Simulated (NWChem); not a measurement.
Species: CHF, singlet; SMILES [CH]F

```xyz
3

C      0.1525     0.7122     0.0000
F     -0.0043    -0.5790     0.0000
H     -0.9110     1.0833     0.0000
```
Atoms are numbered in this order, from 1.

Level: PBE0-D3(BJ)/def2-TZVP (NWChem), optimised geometry, unscaled harmonic frequencies. Low-valent species are run as closed-shell singlets; no triplet was tried in these runs.

```tsv
frequency (cm⁻¹)	IR intensity (km/mol)
1248	173.4
1440	21.8
2774	173.1
```

- zero-point energy = 7.8 kcal/mol
- thermal correction to the enthalpy at 298.15 K (with zero-point energy) = 10.2 kcal/mol
- heat capacity Cv = 6.2 cal/(mol K)
- entropy at 298.15 K and 1 atm (symmetry number 1) = 53.3 cal/(mol K)
- dipole moment = 1.50 D

Rigid rotor and harmonic oscillator.
